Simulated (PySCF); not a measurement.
An unknown is described by computed data only.

Formula: H8N2Si2.

| Property | Result |
| --- | --- |
| Rotational structure | rotational constants A, B, C: 14.381, 1.830, 1.750 GHz [PBE0-D3(BJ)/def2-SVP] |
| Valence photoelectron | vertical ionisation energy: 9.23 eV [ΔSCF PBE0/def2-SVPD] |
| Polarisability | 71.6 au [PBE0/def2-SVPD] |
| XPS | Si2p3/2 106.9, Si2p3/2 107.0, N1s 404.1, N1s 404.7, Si1s 1846.8, Si1s 1847.0 eV [ΔSCF SCAN, pcX-2 on the ionised atom, pcseg-1 elsewhere, spin-free X2C, 2p3/2 from a spin–orbit splitting computed afterwards within the 2p shell] |
| Triplet | lowest triplet excitation (Tamm–Dancoff): 6.00 eV [TDA PBE0/def2-SVPD] |
| UV, first state | lowest singlet excitation: 6.30 eV (197 nm, f = 0.013) [TDDFT PBE0/def2-SVPD] |
| NMR, other nuclei | isotropic shieldings of nuclei other than C and H, by class: 242 (1 N), 246 (1 N), 387 (1 Si), 407 (1 Si) ppm [GIAO PBE0/pcSseg-1] |
| Dipole | 1.58 D [PBE0/def2-SVPD] |

Electronic properties: PySCF, gas phase, density fitting. Levels stand in brackets. One conformer (not necessarily the lowest) at the PBE0-D3(BJ)/def2-SVP geometry, without solvent, vibrations or thermal averaging. Each NMR value is the plain mean over a class of atoms that symmetry, rotation or inversion makes alike.

Q: Give a SMILES that accounts for the data.

A: Numbering: `[NH2:1][SiH2:2][NH:3][SiH3:4]`. Its formula, H8N2Si2, gives 0 degrees of unsaturation, so no ring and no π bond. The other shieldings belong to: 242 ppm, silicon-bound nitrogen [N1]; 246 ppm, nitrogen bridging silicon atoms [N3]; 387 ppm, SiH2 silicon [Si2]; 407 ppm, SiH3 silicon [Si4]. The core levels belong to: Si2p3/2 106.9 eV, SiH3 silicon [Si4]; Si2p3/2 107.0 eV, SiH2 silicon [Si2]; N1s 404.1 eV, nitrogen bridging silicon atoms [N3]; N1s 404.7 eV, silicon-bound nitrogen [N1]; Si1s 1846.8 eV, SiH3 silicon [Si4]; Si1s 1847.0 eV, SiH2 silicon [Si2]. The first electron is taken from the HOMO, whose largest Löwdin shares are 0.37 on the nitrogen bridging silicon atoms, 0.19 on the silicon-bound nitrogen, 0.10 on the SiH2 silicon and 0.09 on the SiH3 silicon. The optimised geometry has point group C1 and is an asymmetric top. Structure: `N[SiH2]N[SiH3]`. The assignments are read from this structure; whether some other isomer fits the data as well wasn't checked.

Shape of the structure used: `[NH2:1][SiH2:2][NH:3][SiH3:4]`: N1–Si2–N3–Si4 139°, H–N1–Si2–N3 147°, H–N1–Si2–N3 -65°.
